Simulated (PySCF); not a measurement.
## How far are cheaper levels from CCSD(T)/CBS for BeN?

PySCF; the state is a quartet (σ ↑, π ↑↑). The composite is CCSD(T) extrapolated to the basis-set limit from two correlation-consistent sets, with core-valence (CV) and scalar-relativistic (SR) terms as its label shows; it has no spin–orbit coupling and nothing beyond (T). Here it is CCSD(T)/CBS(TQ)+CV+SR. It gives Re = 1.598 Å, ωe = 948 cm⁻¹ and De = 1.57 eV to Be + N.

| level | basis | relativity | Re (Å) | ωe (cm⁻¹) | De (eV) |
| --- | --- | --- | --- | --- | --- |
| UHF | 6-31G(d,p) | no relativity | 1.594 | 977 | 1.00 |
| UHF-CCSD | pcseg-2 | no relativity | 1.605 | 949 | 1.31 |
| UHF-CCSD | def2-TZVPP | no relativity | 1.613 | 926 | 1.18 |
| UHF-CCSD(T) | 6-31G(d,p) | no relativity | 1.619 | 909 | 1.07 |
| UHF-CCSD(T) | def2-TZVP | no relativity | 1.618 | 912 | 1.26 |
| PBE | def2-TZVPP | no relativity | 1.620 | 905 | 2.22 |
| BLYP | def2-TZVPP | no relativity | 1.622 | 896 | 2.13 |
| TPSS | 3-21G | no relativity | 1.663 | 892 | 1.94 |
| PBE0 | 3-21G | no relativity | 1.643 | 924 | 1.77 |
| HSE06 | 6-31G(d,p) | no relativity | 1.605 | 937 | 2.00 |

Q: Give the difference of each row from the composite.

A: 

| level | basis | ΔRe (pm) | Δωe (%) | ΔDe (eV) |
| --- | --- | --- | --- | --- |
| UHF | 6-31G(d,p) | -0.4 | +3.1 | -0.57 |
| UHF-CCSD | pcseg-2 | +0.7 | +0.1 | -0.26 |
| UHF-CCSD | def2-TZVPP | +1.5 | -2.3 | -0.39 |
| UHF-CCSD(T) | 6-31G(d,p) | +2.1 | -4.1 | -0.50 |
| UHF-CCSD(T) | def2-TZVP | +2.0 | -3.8 | -0.31 |
| PBE | def2-TZVPP | +2.2 | -4.5 | +0.65 |
| BLYP | def2-TZVPP | +2.4 | -5.5 | +0.56 |
| TPSS | 3-21G | +6.5 | -5.9 | +0.37 |
| PBE0 | 3-21G | +4.5 | -2.5 | +0.20 |
| HSE06 | 6-31G(d,p) | +0.7 | -1.2 | +0.43 |

Q: Which rows come closest in De?

A: PBE0 in 3-21G (+0.20 eV), counted from the composite.

Correlated steps freeze the inner cores (1 to 2 orbitals); shallow outer-core shells are correlated. Correlated levels converge slowly with the basis: in double zeta they bind strong bonds too weakly, by up to about 1 eV, and carry superposition errors of some tenths. 3-21G is very small, so such numbers show the basis as much as the molecule. The state was picked by a PBE0 search and need not be the measured ground state.
